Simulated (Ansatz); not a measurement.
Mulliken charges of `F[SiH2]O[SiH](Cl)Cl` from B3LYP/def2-TZVPP in Ansatz (PBE0-D4/def2-TZVP geometry).

```
atom   x (Å)   y (Å)   z (Å)  charge (e)
  F1  -1.301   0.023  -2.476      -0.314
 Si2  -0.544   0.775  -1.300       0.647
  O3  -0.163  -0.345  -0.182      -0.327
 Si4   0.450  -0.863   1.212       0.621
 Cl5   2.435  -0.418   1.296      -0.217
 Cl6  -0.493   0.062   2.762      -0.217
  H7   0.689   1.368  -1.854      -0.073
  H8  -1.469   1.768  -0.719      -0.073
  H9   0.269  -2.314   1.330      -0.047
```

By hand: the dipole of these point charges (1 e Å = 4.8032 D).

Σ q r = (0.012, 0.028, -0.007) e Å, of length 0.031 e Å = 0.15 D.

How does the dipole of the full density compare? (Best estimate.)

Computed: (0.025, 0.064, 0.015) e Å, 0.34 D; the point charges give 0.44 times that, at 25° from its direction.

Point charges leave out the atoms' own dipoles, such as those of lone pairs, and Mulliken's split depends on the basis, so the two needn't agree.

B3LYP here is the variant with VWN-RPA as its local correlation; programs differ in this.
